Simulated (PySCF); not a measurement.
Write Cartesian coordinates for InChI=1S/C3H6F2O2/c1-6-2-7-3(4)5/h3H,2H2,1H3 as optimised with PBE0-D3(BJ)/def2-SVP.

```
atom  x, y, z in Å
C1    -1.8889   -0.1754   -0.2307
O2    -0.6883   -0.6688   -0.7722
C3     0.2810   -0.9473    0.1632
O4     0.7945    0.2149    0.7768
C5     1.5657    0.9884   -0.0306
F6     1.6302    2.2025    0.5150
F7     2.8207    0.4945   -0.0922
H8    -2.3303   -0.8959    0.4826
H9    -1.7387    0.7847    0.2910
H10   -2.5886   -0.0266   -1.0631
H11    1.0824   -1.4952   -0.3579
H12   -0.1070   -1.5551    0.9992
H13    1.1714    1.0574   -1.0602
```

Orientation and origin are arbitrary. Atoms count from 1 in this order. The 4 C–O bonds span 1.358 Å (O4–C5, drawn single) to 1.411 Å (C3–O4, drawn single), a spread of 0.053 Å. Of the pairs four or more bonds apart, O2···H13 is among the closest relative to their van der Waals radii: 2.55 Å, 94 % of the sum of Bondi's values.

Bonds between heavy atoms (Å): C1–O2 1.406, O2–C3 1.376, C3–O4 1.411, O4–C5 1.358, C5–F6 1.333, C5–F7 1.350.

Method used: PBE0-D3(BJ)/def2-SVP geometry optimisation, gas phase in PySCF.

Point group: C1 (no symmetry element, even within 0.4 Å). No PBE0-D3(BJ)/def2-SVP frequencies stand behind this structure, so it isn't proved a minimum. One conformer, not necessarily the lowest (C1–O2–C3–O4 -69°, O2–C3–O4–C5 -70°, C3–O4–C5–F6 161°).
